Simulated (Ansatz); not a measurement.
`C[S][Ge][Cl]` + H₂ → `C[S][GeH]` + HCl at 600 K and 1 bar (hydrogenolysis of a Ge–Cl bond).

Program: Ansatz. Geometries: PBE0-D4/def2-TZVP. ΔE: electronic, gas phase. CCSD(T)/CBS adds triple-zeta CCSD(T) − MP2 to the extrapolated MP2 energy (def2 sets, frozen cores). This one scheme is used for every species. For Ge outer-core shells are correlated without core-valence functions, which leaves a few kJ/mol of doubt a bond. Scalar relativity is left out up to krypton. Each species was taken in one conformer, which may not be the lowest.

```json
{"species": "`C[S][Ge][Cl]`", "CCSD(T)/CBS energy (Eh)": "-2973.58695", "H − E (kJ/mol)": "154.7", "S (J/(mol·K))": "422.4"}
{"species": "H₂", "CCSD(T)/CBS energy (Eh)": "-1.17544", "H − E (kJ/mol)": "43.9", "S (J/(mol·K))": "150.8"}
{"species": "`C[S][GeH]`", "CCSD(T)/CBS energy (Eh)": "-2514.34332", "H − E (kJ/mol)": "162.4", "S (J/(mol·K))": "370.8"}
{"species": "HCl", "CCSD(T)/CBS energy (Eh)": "-460.38127", "H − E (kJ/mol)": "35.4", "S (J/(mol·K))": "207.2"}
```

H − E and S are ideal-gas, rigid-rotor, harmonic terms from PBE0-D4/def2-TZVP, for one conformer and one mirror image of each species. The MP2-based limit puts H₂ 0.8 mEh under its directly extrapolated value; such offsets cancel only in part. 1 Eh = 2625.50 kJ/mol, R = 8.31446 J/(mol·K).

By hand: ΔE, ΔH, ΔS and ΔG.

ΔE = (-2514.34332) + (-460.38127) − (-2973.58695) − (-1.17544) = 0.03780 Eh = 99.2 kJ/mol. Δ(H − E) = 162.4 + 35.4 − 154.7 − 43.9 = -0.8, so ΔH = 98.4 kJ/mol. ΔS = 370.8 + 207.2 − 422.4 − 150.8 = 4.8 J/(mol·K). ΔG = 98.4 − 600 × (4.8)/1000 = 95.5 kJ/mol.

By hand: the equilibrium constant, and the temperature at which ΔG would vanish if ΔH and ΔS stayed fixed.

log₁₀ K = −ΔG/(RT ln 10) = -8.3. ΔG = 0 at ΔH/ΔS = 20500 K, far beyond where these terms or the molecules hold.

The number of gas molecules stays the same, so ΔS is small and ΔH decides. A doubt of 5 kJ/mol in ΔE shifts log₁₀ K by 0.4 here. Other conformers and mirror images would add mixing entropy, several J/(mol·K) or more a flexible species. Modes under 60 cm⁻¹, often nearly free rotors, make the harmonic entropy too high. These are equilibria of isolated gas molecules and say nothing of rates. Largest T1 diagnostic: 0.015 (customary marks: 0.02 for closed shells, 0.045 for open ones).
